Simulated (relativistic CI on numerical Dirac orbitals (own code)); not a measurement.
## What each ingredient does to the levels of Tl25+

Base calculation: Dirac-Coulomb-Breit CI, KLI orbitals optimised for each configuration, model QED (radiative potential, 1s self-energy scaled to tabulated hydrogen-like ionisation energies), unscaled Slater integrals.

Configuration list (outside the closed core [Ar] 3d10): 4s2.4p6.4d10.4f10, 4s2.4p6.4d10.4f9.5s, 4s2.4p6.4d10.4f8.5s2, 4s2.4p6.4d9.4f11, 4s2.4p6.4d8.4f12, 4s2.4p5.4d10.4f11, 4s2.4p6.4d10.4f9.6s, 4s.4p6.4d10.4f11, 4s2.4p4.4d10.4f12, 4p6.4d10.4f12, 4s.4p6.4d9.4f12, 4s.4p5.4d10.4f12. Levels of other configurations are missing.

Variants: (1) Breit term removed; (2) non-relativistic limit. Shifts of the energy above 4s2.4p6.4d10.4f10 5I_8, in cm⁻¹, for the lowest level and the first level of each name with at least 55 % of one term (blank where a level changes its place among those of its configuration and J or its character, or is not in the variant):

```tsv
Level	Base	Δ(1)	Δ(2)
4s2.4p6.4d10.4f10 5I_8	0.0	0.0	0.0
4s2.4p6.4d10.4f10 5I_7	32871.1	+970.6	-32871.1
4s2.4p6.4d10.4f10 5G_6	68957.4	+283.1	
4s2.4p6.4d10.4f10 5F_3	73548.1	-405.1	-41063.3
4s2.4p6.4d10.4f10 3L_9	84122.3	+2249.4	-22711.5
4s2.4p6.4d10.4f10 3K_7	86002.8	+1567.4	-43236.9
4s2.4p6.4d10.4f10 3H_6	92823.0	+1338.3	-41176.3
4s2.4p6.4d10.4f10 3M_10	100293.0	+3203.9	-26158.5
4s2.4p6.4d10.4f10 5F_2	107079.8	+516.6	
4s2.4p6.4d10.4f10 3P_0	112762.5	-689.4	-50480.3
4s2.4p6.4d10.4f10 3P_1	114369.5	+423.6	
4s2.4p6.4d10.4f10 3M_9	133257.2	+4090.5	-59122.7
4s2.4p6.4d10.4f10 5D_1	135261.2	-409.4	
4s2.4p6.4d10.4f10 5D_0	140786.5	-126.3	-54716.4
```

At this charge energies of transitions that change n are usually good to better than 1 %, and those within a shell (Δn = 0) to a few per cent. Terms inside the open d or f shell come out 10 to 20 % too wide with unscaled integrals.

Ionisation energy from the two ground configurations alone: base 816.166 eV. The NIST ASD value (theoretical) is 820 eV.

LS names give the leading component of a level, which can be under half, so a name can repeat, a term be missing and a line seem to break the LS rules.
